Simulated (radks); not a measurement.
The numbers below are computed, except where a source is named.
P2+, configuration [Ne] 3s1 3p1 3d1 (not the ground configuration).

Code: a radial shooting solver on a logarithmic mesh with Libxc functionals. Model: non-relativistic Kohn-Sham, SOGGA, spin-polarised, spherical densities, point nucleus; open shells are filled with parallel spins first.

Energy parts (eV):
part                      energy
total                  -9213.915
kinetic                 9203.021
electron-nucleus      -21632.643
Hartree                 3803.518
exchange-correlation    -587.811

Orbitals (lengths in bohr, moments of r in powers of bohr):
| orbital | occ. | eigenvalue (eV) | <1/r> | <r> | <r^4> |
|---|---|---|---|---|---|
| 1s up | 1 | -2102.510 | 14.55 | 0.1041 | 0.0005480 |
| 1s down | 1 | -2102.151 | 14.55 | 0.1041 | 0.0005479 |
| 2s up | 1 | -199.8568 | 2.808 | 0.5214 | 0.1921 |
| 2s down | 1 | -199.2690 | 2.812 | 0.5204 | 0.1891 |
| 2p up | 3 | -151.6798 | 2.711 | 0.4846 | 0.1896 |
| 2p down | 3 | -151.0480 | 2.715 | 0.4830 | 0.1847 |
| 3s up | 1 | -37.0656 | 0.7975 | 1.716 | 17.69 |
| 3p up | 1 | -27.2489 | 0.7047 | 1.907 | 28.76 |
| 3d up | 1 | -14.3160 | 0.5032 | 2.429 | 88.88 |
| 4s up | 0 | -11.8405 | 0.3298 | 4.114 | 521.7 |
| 4p up | 0 | -9.2610 | 0.2874 | 4.713 | 905.3 |

The highest occupied level is 3d up at -14.316 eV. Spin moment in Bohr magnetons: 3. Summed over all electrons, <r^2> = 17.00 bohr^2, which gives a Langevin (diamagnetic) susceptibility term of -13.5 x 10^-6 cm^3/mol.

Run on one thread of a shared host, so times are rough (Arm Neoverse N1): 0.17 s of CPU time, 0.17 s wall, 14 iterations on 2486 mesh points.
